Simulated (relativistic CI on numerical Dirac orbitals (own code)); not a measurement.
**Re²⁹⁺: sensitivity of the levels to the model**

Base calculation: Dirac-Coulomb-Breit CI, separate exchange-only KLI orbitals for each configuration, a model potential for QED, unscaled Slater integrals.

Configuration list (outside the closed core [Ar] 3d10): 4s2 4p6 4d10, 4s2 4p6 4d9 4f, 4s2 4p5 4d10 4f, 4s 4p6 4d10 4f, 4s2 4p6 4d9 5s, 4s2 4p6 4d9 5p, 4s2 4p6 4d9 5d, 4s2 4p5 4d10 5s, 4s2 4p6 4d9 5f, 4s2 4p5 4d10 5p, 4s2 4p6 4d9 5g, 4s2 4p6 4d9 6s, 4s2 4p6 4d9 6p, 4s2 4p5 4d10 5d, 4s 4p6 4d10 5s, 4s2 4p6 4d9 6d, 4s 4p6 4d10 5p, 4p6 4d10 4f2, 4p6 4d9 4f3, 4p5 4d10 4f3, 4p6 4d9 4f2 5s, 4p6 4d9 4f2 5p, 4p6 4d9 4f2 5d. Double excitations out of closed p, d and f shells are left out; levels of such configurations are missing from the list, as are those of other unlisted configurations, and high levels can miss mixing partners. These lack a partner that the ground configuration has and come out too high: 4s2 4p5 4d10 5s, 4s2 4p6 4d9 5f, 4s2 4p5 4d10 5p, 4s2 4p6 4d9 5g, 4s2 4p6 4d9 6s.

Variants: (1) QED terms removed; (2) only the first 3 configurations. Shifts of the energy above 4s2 4p6 4d10 1S_0, in eV, for the lowest level and the first level of each name with at least 55 % of one term (blank where a level changes its place among those of its configuration and J or its character, or is not in the variant):

```tsv
Level	Base	Δ(1)	Δ(2)
4s2 4p6 4d10 1S_0	0.000	0.000	0.000
4s2 4p6 4d9 4f 3P°_0	194.930	+0.023	-0.035
4s2 4p6 4d9 4f 3P°_1	197.212	+0.020	-0.036
4s2 4p6 4d9 4f 3H°_5	202.112	+0.022	-0.050
4s2 4p6 4d9 4f 3H°_6	204.325	+0.007	-0.050
4s2 4p6 4d9 4f 3F°_3	205.206	+0.021	+0.018
4s2 4p6 4d9 4f 3F°_4	209.214	+0.007	+0.025
4s2 4p6 4d9 4f 3G°_5	211.052	+0.007	-0.049
4s2 4p6 4d9 4f 3D°_1	212.996	-0.003	-0.045
4s2 4p6 4d9 4f 3H°_4	219.011	-0.019	-0.050
4s2 4p6 4d9 4f 3G°_3	225.562	-0.025	-0.025
4s2 4p6 4d9 4f 1P°_1	265.031	-0.007	+0.087
4s2 4p6 4d9 5s 3D_3	372.879	-0.487	
4s2 4p6 4d9 5s 3D_1	390.496	-0.531
```

At this charge energies of transitions that change n are usually good to better than 1 %, and those within a shell (Δn = 0) to a few per cent.

Ionisation energy from the two ground configurations alone: base 1194.11 eV. The NIST ASD value (theoretical) is 1194 eV.

LS names give the leading component of a level, which can be under half, so a name can repeat, a term be missing and a line seem to break the LS rules.
